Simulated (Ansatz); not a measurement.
Abridged output of a molecular run in Ansatz:

```
Functional definition: HF
1330 factors; integrals over basis functions are off by at most 1.5e-3 eV
mean field evaluation 1: about -12336.6377 eV, gradient 4.1e1 eV
mean field evaluation 2: about -12336.8065 eV, gradient 4.1e1 eV
mean field evaluation 4: about -12340.6356 eV, gradient 4.4e0 eV
mean field evaluation 8: about -12340.6918 eV, gradient 2.1e-1 eV
mean field -12340.69199214 eV, -453.5120658896 hartree, gradient 1.6e-6 eV, S^2 0.000000; 0 other end points of the search recorded, 0 dependent functions left out
7 core orbitals not correlated: weight in the atoms' cores, before any rotation towards them, 1.000 or more for the frozen orbitals, at most 0.000 for the correlated occupied ones
reference -12340.69199214 eV, -453.5120658896 hartree; 22, 22 occupied and 104, 104 virtual orbitals, 1330 factors
second order -30.13258362 eV of doubles, -0.00000000 eV of singles
cycle   1  -30.81327337 eV  change   -6.8e-1 eV  update   1.1e-1
cycle   2  -31.46469080 eV  change   -6.5e-1 eV  update   3.1e-2
cycle   3  -31.63016522 eV  change   -1.7e-1 eV  update   1.5e-2
cycle   4  -31.62698527 eV  change    3.2e-3 eV  update   2.8e-3
cycle   5  -31.62660089 eV  change    3.8e-4 eV  update   1.1e-3
cycle   6  -31.62708746 eV  change   -4.9e-4 eV  update   3.2e-4
cycle   7  -31.62693656 eV  change    1.5e-4 eV  update   1.2e-4
cycle   8  -31.62686330 eV  change    7.3e-5 eV  update   3.8e-5
cycle   9  -31.62686695 eV  change   -3.7e-6 eV  update   1.2e-5
perturbative correction -0.73056200 eV, -0.0268476583 hartree
Total energy: -12373.04942109 eV, -454.7011794710 hartree
```

Its atoms:

Cartesian coordinates in Å:
```
C -1.372 -0.258 -0.874
C 0.077 -0.705 -0.758
C 0.971 0.252 -0.004
F 1.022 1.470 -0.663
C 0.513 0.553 1.410
F 0.345 -0.613 2.085
F 1.461 1.267 2.057
H -1.876 -0.253 0.095
H -1.928 -0.936 -1.524
H -1.441 0.745 -1.302
H 0.141 -1.680 -0.267
H 0.513 -0.827 -1.753
H 1.994 -0.135 0.054
H -0.422 1.119 1.445
```

(1) Which basis set was used?
A. def2-QZVPP
B. def2-SVP
C. def2-TZVPPD
D. def2-SVPD

(2) Write the keys of the input that set method, charge and spin (a neutral closed shell needs none for the last two).

Answers

(1) B. It gives 133 functions.

(2) 
```yaml
correlation: {method: ccsd_t}
```
